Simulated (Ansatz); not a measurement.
Geometry optimisation, UKS PBE/def2-SVP in Ansatz.

Input file:

```yaml
crystal:
  periodic: [false, false, false]
  atoms:
    - { symbol: In, position_ang: [-0.000386, 7.8e-05, -0.267393] }
    - { symbol: Cl, position_ang: [-0.000612, 0.0001, 2.158431] }
    - { symbol: Cl, position_ang: [2.0444, 2.4e-05, -1.44512] }
    - { symbol: Cl, position_ang: [-2.044816, 0.0, -1.445747] }
    - { symbol: Si, position_ang: [0.000962, -0.000151, 5.481722] }
    - { symbol: H, position_ang: [-0.777399, -1.210815, 5.902405] }
    - { symbol: H, position_ang: [1.437634, -0.067906, 5.906001] }
    - { symbol: H, position_ang: [-0.659784, 1.278669, 5.901901] }
magnetization:
  spin_polarized: true
  initial_magnetization: 1
basis:
  gaussian: { orbitals: def2-SVP }
hamiltonian:
  xc: pbe
relax:
  f_tol: 0.03
  max_steps: 50
```

Command:

```bash
$ ansatz run input.yaml --threads 4 --pin off --max-ram 5120MiB --backend cpu --events-out ev --progress --plain --runs-dir out
```

Question: Where does it end, and by what steps?

Answer: The forces met the threshold. After 10 steps the energy has fallen by 1.035 eV; Cl2 moved furthest, 0.96 Å. Parted: In1–Cl2 (2.43 → 3.40 Å). Joined: Cl2–Si5 (3.32 → 2.10 Å).

```csv
step,energy less start (eV),largest force component (eV/Å),accepted
0,0.0000,0.419,yes
1,-0.0771,0.580,yes
2,-0.1968,1.670,yes
3,-0.4939,2.038,yes
4,-0.7076,1.602,yes
5,-0.8132,2.074,yes
6,-1.0047,0.373,yes
7,-1.0302,0.174,yes
8,-1.0335,0.030,yes
9,-1.0351,0.033,yes
10,-1.0353,0.002,yes
```

```xyz
8
Properties=species:S:1:pos:R:3
In -0.002 0.001 -0.273
Cl 0.005 -0.001 3.123
Cl 2.097 0.000 -1.478
Cl -2.099 0.000 -1.481
Si 0.001 0.000 5.224
H -0.770 -1.198 5.691
H 1.422 -0.067 5.695
H -0.653 1.265 5.691
```

Time of the run: 25 s on 4 threads of Arm Neoverse V1, with other jobs on the host, peak memory 0.21 GiB.
